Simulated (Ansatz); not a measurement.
One change: `O[SiH2][AlH][F]` becomes `O[SiH2][AlH][Cl]`.

Ansatz, PBE0-D4/def2-TZVP geometries, multiplicity 1. Each molecule was computed in one conformer, which needn't be the lowest.

```tsv
property	`O[SiH2][AlH][F]`
size of the dipole moment (B3LYP/def2-TZVPP) / D	0.85
zero-point energy (PBE0-D4/def2-TZVP) / kJ/mol	106.0
size of the dipole moment (PBE/def2-TZVPP) / D	0.68
ideal-gas entropy at 298 K and 1 bar (rigid rotor, harmonic PBE0-D4/def2-TZVP) / J/(mol·K)	350
HOMO energy (PBE/def2-TZVPP) / eV	-6.35
size of the dipole moment (ωB97M-V/def2-TZVPP) / D	0.84
```

Task: What does the change do to each property? (Estimate.)

Result: Computed: 
| property | `O[SiH2][AlH][Cl]` | shift |
| --- | --- | --- |
| size of the dipole moment (B3LYP/def2-TZVPP) / D | 1.19 | 0.34 |
| zero-point energy (PBE0-D4/def2-TZVP) / kJ/mol | 103.7 | -2.3 |
| size of the dipole moment (PBE/def2-TZVPP) / D | 0.98 | 0.30 |
| ideal-gas entropy at 298 K and 1 bar (rigid rotor, harmonic PBE0-D4/def2-TZVP) / J/(mol·K) | 367 | 17 |
| HOMO energy (PBE/def2-TZVPP) / eV | -6.46 | -0.11 |
| size of the dipole moment (ωB97M-V/def2-TZVPP) / D | 1.20 | 0.36 |

With PBE0 the HOMO falls by 0.08 eV and the LUMO falls by 0.28 eV, so the gap narrows by about 0.20 eV. PBE moves the HOMO by -0.11 eV and ωB97M-V by -0.06 eV. Dipoles are sizes alone; their direction can turn. Modes under 60 cm⁻¹, often nearly free rotors, make the harmonic entropy too high.

B3LYP here is the variant with VWN-RPA as its local correlation; programs differ in this.
